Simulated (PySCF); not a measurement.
PySCF job for C4H5FO, SMILES FC1=COCC1, TDA-PBE/def2-SVPD. Geometry optimised at PBE-D3(BJ)/def2-SVP. A frequency run showed that this geometry is not a minimum. Other conformers were not sampled.

```python
import numpy as np
from pyscf import gto, scf, dft, tdscf

mol = gto.M(
    atom='''
    F     0.01259751   -2.11567332   -0.00000000
    C    -0.03693081   -0.77481020    0.00000000
    C    -1.14031693   -0.00064923    0.00000000
    O    -0.87040403    1.34096494   -0.00000000
    C     0.57851208    1.48756590    0.00000000
    C     1.20733045    0.06961175   -0.00000000
    H    -2.19983196   -0.28416919    0.00000001
    H     0.85749484    2.07658523    0.89781162
    H     0.85749483    2.07658523   -0.89781163
    H     1.84156413   -0.12298511    0.89311126
    H     1.84156412   -0.12298511   -0.89311125
    ''',
    basis='def2-SVPD',
    charge=0,
    spin=0,
    symmetry=True,
    max_memory=1600,
    verbose=4,
)
mf = dft.RKS(mol, xc='pbe').density_fit(auxbasis='def2-universal-jkfit')
mf.grids.level = 3
mf.conv_tol = 1e-9
mf.max_cycle = 100
mf.kernel()
mf.grids = dft.Grids(mol).set(level=1).build(with_non0tab=True)  # coarser grid for the response kernel
td = tdscf.TDA(mf)
td.singlet = True
td.nstates = 10
td.conv_tol = 1e-4
td.positive_eig_threshold = 1e-6
td.kernel(x0=td.get_init_guess(mf, 15))
td.analyze()
tt = tdscf.TDA(mf)
tt.singlet = False
tt.nstates = 4
tt.conv_tol = 1e-4
tt.positive_eig_threshold = 1e-6
tt.kernel(x0=tt.get_init_guess(mf, 9))
tt.analyze(verbose=3)
```

Output:

```
PySCF version 2.14.0

[INPUT] verbose = 4
[INPUT] num. atoms = 11
[INPUT] num. electrons = 46
[INPUT] charge = 0
[INPUT] spin (= nelec alpha-beta = 2S) = 0
[INPUT] symmetry True subgroup None
[INPUT] Mole.unit = angstrom
[INPUT] Symbol           X                Y                Z      unit          X                Y                Z       unit  Magmom
[INPUT]  1 F      0.012597510000  -2.115673320000   0.000000000000 AA    0.023805843751  -3.998043143849   0.000000000000 Bohr   0.0
[INPUT]  2 C     -0.036930810000  -0.774810200000   0.000000000000 AA   -0.069789116458  -1.464179076519   0.000000000000 Bohr   0.0
[INPUT]  3 C     -1.140316930000  -0.000649230000   0.000000000000 AA   -2.154886692905  -0.001226866892   0.000000000000 Bohr   0.0
[INPUT]  4 O     -0.870404030000   1.340964940000   0.000000000000 AA   -1.644825234418   2.534056479244   0.000000000000 Bohr   0.0
[INPUT]  5 C      0.578512080000   1.487565900000   0.000000000000 AA    1.093229390952   2.811092143242   0.000000000000 Bohr   0.0
[INPUT]  6 C      1.207330450000   0.069611750000   0.000000000000 AA    2.281523892348   0.131547142552   0.000000000000 Bohr   0.0
[INPUT]  7 H     -2.199831960000  -0.284169190000   0.000000010000 AA   -4.157079924465  -0.537001942139   0.000000018897 Bohr   0.0
[INPUT]  8 H      0.857494840000   2.076585230000   0.897811620000 AA    1.620430400828   3.924177359017   1.696618073252 Bohr   0.0
[INPUT]  9 H      0.857494830000   2.076585230000  -0.897811630000 AA    1.620430381930   3.924177359017  -1.696618092149 Bohr   0.0
[INPUT] 10 H      1.841564130000  -0.122985110000   0.893111260000 AA    3.480051846523  -0.232408175300   1.687735680165 Bohr   0.0
[INPUT] 11 H      1.841564120000  -0.122985110000  -0.893111250000 AA    3.480051827626  -0.232408175300  -1.687735661268 Bohr   0.0

nuclear repulsion = 234.692699999069
point group symmetry = Cs
symmetry origin: [2.05405013e-09 4.10809933e-10 4.10810024e-10]
symmetry axis x: [ 1.00000000e+00 -1.27354496e-09  1.66657755e-10]
symmetry axis y: [-1.27354496e-09 -1.00000000e+00  3.22118756e-10]
symmetry axis z: [-1.66657755e-10  3.22118773e-10  1.00000000e+00]
num. orbitals of irrep A' = 110
num. orbitals of irrep A" = 56
number of shells = 70
number of NR pGTOs = 236
number of NR cGTOs = 166
basis = def2-SVPD
ecp = {}


[settings echo left out]
init E= -330.466045765014
HOMO (A") = -0.247975340212524  LUMO (A") = -0.0581896071530474  gap/eV = 5.16433
cycle= 1 E= -329.780859745862  delta_E= 0.685  |g|= 0.623  |ddm|= 4.82
HOMO (A") = -0.101311750146749  LUMO (A') = 0.00860428202819419  gap/eV = 2.99097
cycle= 2 E= -329.433553959672  delta_E= 0.347  |g|= 1.43  |ddm|= 2.01
HOMO (A") = -0.167242714797146  LUMO (A") = 0.000435454540946456  gap/eV = 4.56276
cycle= 3 E= -329.832921426263  delta_E= -0.399  |g|= 0.323  |ddm|= 1.71
HOMO (A") = -0.1802197489632  LUMO (A") = -0.0142097617908465  gap/eV = 4.51736
cycle= 4 E= -329.855919218109  delta_E= -0.023  |g|= 0.113  |ddm|= 0.541
HOMO (A") = -0.182133452595381  LUMO (A") = -0.0186147582982064  gap/eV = 4.44957
cycle= 5 E= -329.858186059507  delta_E= -0.00227  |g|= 0.054  |ddm|= 0.177
HOMO (A") = -0.179524777385265  LUMO (A") = -0.0151094258628666  gap/eV = 4.47397
cycle= 6 E= -329.858895000998  delta_E= -0.000709  |g|= 0.0119  |ddm|= 0.0723
HOMO (A") = -0.179450544407663  LUMO (A") = -0.0152425790948107  gap/eV = 4.46833
cycle= 7 E= -329.858926800318  delta_E= -3.18e-05  |g|= 0.0031  |ddm|= 0.0172
HOMO (A") = -0.179760745674129  LUMO (A") = -0.0154954817525203  gap/eV = 4.46989
cycle= 8 E= -329.858928711863  delta_E= -1.91e-06  |g|= 0.000759  |ddm|= 0.00416
HOMO (A") = -0.179748696568218  LUMO (A") = -0.0154754549266984  gap/eV = 4.47010
cycle= 9 E= -329.858928830188  delta_E= -1.18e-07  |g|= 0.000271  |ddm|= 0.00127
HOMO (A") = -0.179741962653924  LUMO (A") = -0.0154654890045434  gap/eV = 4.47019
cycle= 10 E= -329.858928845384  delta_E= -1.52e-08  |g|= 5.76e-05  |ddm|= 0.000391
HOMO (A") = -0.179746504472413  LUMO (A") = -0.0154686139108334  gap/eV = 4.47023
cycle= 11 E= -329.858928845946  delta_E= -5.62e-10  |g|= 3.5e-05  |ddm|= 0.000133
HOMO (A") = -0.179744837315147  LUMO (A") = -0.0154676475323786  gap/eV = 4.47021
cycle= 12 E= -329.858928846174  delta_E= -2.28e-10  |g|= 7.5e-06  |ddm|= 4.34e-05
HOMO (A") = -0.179744329073306  LUMO (A") = -0.0154677610750849  gap/eV = 4.47019
Extra cycle  E= -329.858928846125  delta_E= 4.91e-11  |g|= 1.59e-05  |ddm|= 3.31e-05
converged SCF energy = -329.858928846125
tot grids = 43560
Overwritten attributes  positive_eig_threshold  of <class 'pyscf.tdscf.rks.TDA'>


******** <class 'pyscf.tdscf.rks.TDA'> for <class 'pyscf.df.df_jk.DFSymAdaptedRKS'> ********
nstates = 10 singlet
deg_eia_thresh = 1.000e-03
wfnsym = None
conv_tol = 0.0001
eigh lindep = 1e-12
eigh level_shift = 0
eigh max_cycle = 100


Excitation energies (eV)
[4.88167469 5.38354123 5.61922721 5.90491431 6.00782774 6.35288542
 6.71819633 7.21283801 7.73366331 7.83482908]

** Singlet excitation energies and oscillator strengths **
Excited State   1:   A"      4.88167 eV    253.98 nm  f=0.0010
      23 -> 25        0.70692
Excited State   2:   A"      5.38354 eV    230.30 nm  f=0.0009
      23 -> 26       -0.70137
Excited State   3:   A'      5.61923 eV    220.64 nm  f=0.1011
      23 -> 24       -0.57084
      23 -> 29       -0.38790
Excited State   4:   A"      5.90491 eV    209.97 nm  f=0.0007
      23 -> 27        0.66139
      23 -> 28       -0.24096
Excited State   5:   A"      6.00783 eV    206.37 nm  f=0.0064
      23 -> 27       -0.23566
      23 -> 28       -0.66365
Excited State   6:   A"      6.35289 eV    195.16 nm  f=0.0129
      23 -> 30       -0.70541
Excited State   7:   A'      6.71820 eV    184.55 nm  f=0.0765
      21 -> 24        0.20073
      23 -> 24        0.31813
      23 -> 29       -0.56954
Excited State   8:   A"      7.21284 eV    171.89 nm  f=0.0083
      23 -> 31        0.70656
Excited State   9:   A'      7.73366 eV    160.32 nm  f=0.0175
      23 -> 32        0.68386
      23 -> 33        0.15644
Excited State  10:   A"      7.83483 eV    158.25 nm  f=0.0011
      22 -> 24       -0.70451

** Transition electric dipole moments (AU) **
state          X           Y           Z        Dip. S.      Osc.
  1        -0.0000     -0.0000     -0.0935      0.0087      0.0010
  2         0.0000     -0.0000      0.0816      0.0067      0.0009
  3         0.6435     -0.5662      0.0000      0.7346      0.1011
  4        -0.0000      0.0000      0.0697      0.0049      0.0007
  5         0.0000      0.0000      0.2091      0.0437      0.0064
  6         0.0000      0.0000     -0.2878      0.0828      0.0129
  7        -0.4519      0.5106     -0.0000      0.4649      0.0765
  8        -0.0000     -0.0000     -0.2168      0.0470      0.0083
  9         0.2974      0.0625      0.0000      0.0923      0.0175
 10         0.0000      0.0000      0.0750      0.0056      0.0011

** Transition velocity dipole moments (imaginary part, AU) **
state          X           Y           Z        Dip. S.      Osc.
  1         0.0000     -0.0000     -0.0074      0.0001      0.0002
  2         0.0000     -0.0000     -0.0157      0.0002      0.0008
  3        -0.0178      0.0187      0.0000      0.0007      0.0022
  4         0.0000     -0.0000      0.0020      0.0000      0.0000
  5        -0.0000     -0.0000      0.0604      0.0037      0.0110
  6        -0.0000     -0.0000     -0.0370      0.0014      0.0039
  7         0.0310     -0.0276     -0.0000      0.0017      0.0047
  8         0.0000      0.0000     -0.0538      0.0029      0.0073
  9         0.0782     -0.0221      0.0000      0.0066      0.0155
 10         0.0000      0.0000      0.0060      0.0000      0.0001

** Transition magnetic dipole moments (imaginary part, AU) **
state          X           Y           Z
  1        -0.0025      0.2055      0.0000
  2        -0.4306     -0.3782      0.0000
  3        -0.0000     -0.0000     -0.8310
  4         0.5011      0.1233     -0.0000
  5        -0.2079     -0.0695     -0.0000
  6         0.2530     -0.1422     -0.0000
  7        -0.0000      0.0000      1.0266
  8         0.0211      0.3332      0.0000
  9        -0.0000      0.0000      0.2795
 10        -0.2130     -0.7414      0.0000


******** <class 'pyscf.tdscf.rks.TDA'> for <class 'pyscf.df.df_jk.DFSymAdaptedRKS'> ********
nstates = 4 triplet
deg_eia_thresh = 1.000e-03
wfnsym = None
conv_tol = 0.0001
eigh lindep = 1e-12
eigh level_shift = 0
eigh max_cycle = 100


Excitation energies (eV)
[3.75928796 4.81224164 5.14093478 5.72163504]

** Triplet excitation energies and oscillator strengths **
Excited State   1:   A'      3.75929 eV    329.81 nm  f=0.0000
Excited State   2:   A"      4.81224 eV    257.64 nm  f=0.0000
Excited State   3:   A"      5.14093 eV    241.17 nm  f=0.0000
Excited State   4:   A"      5.72164 eV    216.69 nm  f=0.0000
```

Self-consistency was reached.

Cost: about 100 core-seconds (a rough figure).
